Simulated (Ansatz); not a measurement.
C2H6AlO, SMILES `[CH2][Al]([CH3])[OH]` radical, relaxed with UKS PBE-D4/def2-SVP in Ansatz 0.2.0 from a rough embedded geometry. The force threshold is 0.03 eV/Å; the program also tests the step.

Total charge 0; spin multiplicity 2.

Start:

```xyz
10

C     0.993   -0.945   -1.381
Al    0.071   -0.287    0.174
C    -0.386    1.638    0.270
O    -0.402   -1.448    1.610
H     0.375   -1.759   -1.924
H     1.994   -1.449   -1.119
H    -0.033    2.166   -0.580
H    -1.490    1.737    0.431
H     0.149    2.090    1.214
H    -1.271   -1.742    1.304
```

| step | energy (eV) | largest force (eV/Å) | largest move (Å) |
| --- | --- | --- | --- |
| 1 | -10800.5708 | 3.016 | 0.000 |
| 2 | -10801.1126 | 1.396 | 0.190 |
| 3 | -10801.2885 | 1.353 | 0.103 |
| 4 | -10801.3904 | 0.730 | 0.200 |
| 5 | -10801.4708 | 0.824 | 0.200 |
| 6 | -10801.5424 | 0.223 | 0.200 |
| 7 | -10801.5684 | 0.104 | 0.116 |
| 8 | -10801.5792 | 0.233 | 0.200 |
| 9 | -10801.5999 | 0.221 | 0.200 |
| 10 | -10801.6240 | 0.141 | 0.200 |
| 11 | -10801.6308 | 0.583 | 0.194 |
| 12 | -10801.6606 | 0.085 | 0.200 |
| 13 | -10801.6655 | 0.266 | 0.200 |
| 14 | -10801.6712 | 0.021 | 0.069 |
| 15 | -10801.6712 | 0.096 | 0.058 |
| 16 | -10801.6714 | 0.072 | 0.009 |
| 17 | -10801.6717 | 0.004 | 0.009 |

End:

```xyz
10

C     0.963   -1.198   -1.129
Al   -0.173   -0.290    0.160
C    -0.263    1.653    0.357
O    -1.174   -1.203    1.234
H     1.049   -2.296   -1.249
H     1.616   -0.664   -1.847
H    -0.108    2.186   -0.603
H    -1.239    1.972    0.778
H     0.524    2.011    1.055
H    -1.195   -2.172    1.242
```

Run time 24 s (4 threads of a server CPU on a shared host); peak host memory 0.15 GiB.
